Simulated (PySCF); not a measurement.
## Excitation energy of Si²⁺ by level of theory

Si²⁺ [Ne] 3s2 (1S) → Si²⁺ [Ne] 3s1 4s1 (3S), as a difference of total energies. Calculation: PySCF 2.14, in dyall-av3z (19s12p3d2f, 84 functions); the spin-free X2C one-electron Hamiltonian (Gaussian nucleus). Correlated levels: valence: [Ne] frozen; virtual orbitals above 40 to 60 times the deepest correlated orbital energy dropped. The calculations carry no spin-orbit coupling.

```
           method  excitation energy (eV)
              UHF                  17.840
              LDA                  18.817
              PBE                  18.667
             PBE0                  18.624
           r2SCAN                  18.506
            TPSSh                  18.609
          LC-wPBE                  18.745
            HSE06                  18.623
           B2PLYP                  18.903
    MP2 (valence)                  18.598
SCS-MP2 (valence)                  18.856
```

Problem. How much does correlation contribute at MP2 (valence)?

Solution. 18.598 − (17.840) = 0.758 eV, measured against UHF.

The promoted electron is Rydberg-like, and one or two diffuse shells describe it only roughly, which tends to raise the upper state.
